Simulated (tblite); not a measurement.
Parent: `[CH2:1]=[CH:2][Si@@H:3]([SiH3:4])[O:5][CH3:6]` with C1–C2–Si3–Si4 57°, C2–Si3–O5–C6 -176°, C3H10OSi2.

Computed geometry: GFN2-xTB, gas phase. One conformer each, not checked by frequencies here.

| coordinate of the parent | value |
| --- | --- |
| C1=C2 | 1.322 Å |
| C2–Si3 | 1.880 Å |
| Si3–Si4 | 2.313 Å |
| Si3–O5 | 1.634 Å |
| O5–C6 | 1.390 Å |
| C1–C2–Si3 | 123.4° |
| C2–Si3–Si4 | 115.1° |
| C2–Si3–O5 | 100.0° |
| Si4–Si3–O5 | 111.5° |
| Si3–O5–C6 | 127.3° |

Question: How does the shared frame change in `[CH2:1]=[CH:2][Si@H:3]([O:4][CH3:5])[SiH2:6][S:7][CH3:8]` with C1–C2–Si3–O4 151°, C2–Si3–O4–C5 61°, C2–Si3–Si6–S7 -58°, Si3–Si6–S7–C8 -175°, C4H12OSSi2? Atoms pair as C1 = C1, C2 = C2, Si3 = Si3, Si4 = Si6, O5 = O4, C6 = C5 (parent first).

Answer: 
```
    parent    relative  value in the relative  change
     C1=C2       C1=C2                1.325 Å  +0.003
    C2–Si3      C2–Si3                1.892 Å  +0.012
   Si3–Si4     Si3–Si6                2.285 Å  -0.028
    Si3–O5      Si3–O4                1.629 Å  -0.005
     O5–C6       O4–C5                1.395 Å  +0.005
 C1–C2–Si3   C1–C2–Si3                 124.6°    +1.2
C2–Si3–Si4  C2–Si3–Si6                 115.9°    +0.8
 C2–Si3–O5   C2–Si3–O4                 112.4°   +12.4
Si4–Si3–O5  Si6–Si3–O4                  96.4°   -15.1
 Si3–O5–C6   Si3–O4–C5                 128.0°    +0.7
```

Of the parent's bonds, Si3–Si4 changes most (-0.028 Å). Bonds of the relative outside the shared frame: Si6–S7 2.151, S7–C8 1.815 Å. Point group C1 → C1.
